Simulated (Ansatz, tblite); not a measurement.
Removing and adding an electron: `Cc1cc(-c2sc(-c3sc(-c4sc(N(C)C)cc4C)cc3C)cc2C)sc1C#N`. Charge 0, multiplicity 1. Geometry: PBE-D4/def2-SVP. Ansatz, gas phase; energy differences of separate SCF runs; the oxidised species was run as a doublet alone; the reduced species was run as a doublet alone.

```xyz
51

C     0.363   -0.940   -8.824
C     0.176   -0.419   -7.430
C    -0.092   -1.230   -6.295
C    -0.215   -0.523   -5.094
C    -0.474   -1.005   -3.760
S    -0.069    0.001   -2.380
C    -0.668   -1.186   -1.238
C    -0.602   -0.925    0.176
S     0.460    0.342    0.770
C    -0.026    0.083    2.436
C     0.494    0.860    3.526
S    -0.138    0.543    5.146
C     0.896    1.769    5.856
N     0.888    1.988    7.212
C    -0.174    1.425    8.021
C     1.634    3.123    7.718
C     1.661    2.400    4.873
C     1.448    1.887    3.562
C     2.172    2.413    2.356
C    -0.960   -0.959    2.490
C    -1.295   -1.533    1.238
C    -2.296   -2.642    1.086
C    -1.156   -2.301   -1.929
C    -1.056   -2.214   -3.343
C    -1.540   -3.297   -4.265
S    -0.013    1.196   -5.375
C     0.259    0.937   -7.086
C     0.523    2.024   -7.949
N     0.743    2.922   -8.679
H     0.591   -0.124   -9.537
H     1.194   -1.676   -8.866
H    -0.550   -1.461   -9.180
H    -0.150   -2.323   -6.351
H    -0.306    0.349    7.780
H     0.098    1.498    9.092
H    -1.158    1.932    7.870
H     1.652    3.086    8.824
H     1.201    4.102    7.404
H     2.684    3.085    7.360
H     2.362    3.217    5.083
H     1.472    2.850    1.612
H     2.895    3.201    2.643
H     2.733    1.612    1.830
H    -1.405   -1.299    3.436
H    -2.877   -2.778    2.018
H    -1.805   -3.613    0.859
H    -3.009   -2.438    0.262
H    -1.559   -3.186   -1.424
H    -0.699   -3.891   -4.682
H    -2.204   -4.001   -3.727
H    -2.103   -2.881   -5.125
```

The xTB rows come from tblite. Single mean-field runs in def2-TZVP are fitted with def2-universal-jkfit.

```tsv
level	−HOMO (eV)	vertical IE (eV)	−LUMO (eV)	vertical EA (eV)	HOMO–LUMO gap (eV)	IE − EA (eV)	remarks
GFN1-xTB	9.88	11.52	8.45	6.81	1.43	4.71	–
GFN2-xTB	9.20	10.83	7.84	6.24	1.36	4.60	–
PBE-D4/def2-TZVP	4.22	5.80	2.70	1.24	1.52	4.56	HOMO above zero (-1 doublet)
PBE0-D4/def2-TZVP	4.93	5.99	2.16	1.19	2.77	4.80	–
```

   A HOMO above zero means that the electron is unbound at that level or that self-interaction error raises the level; the energy of removing that electron tells which. Raw xTB energy differences between charge states are shifted by several eV; the methods need an empirical correction for them. Sets without diffuse functions give affinities that are too small.
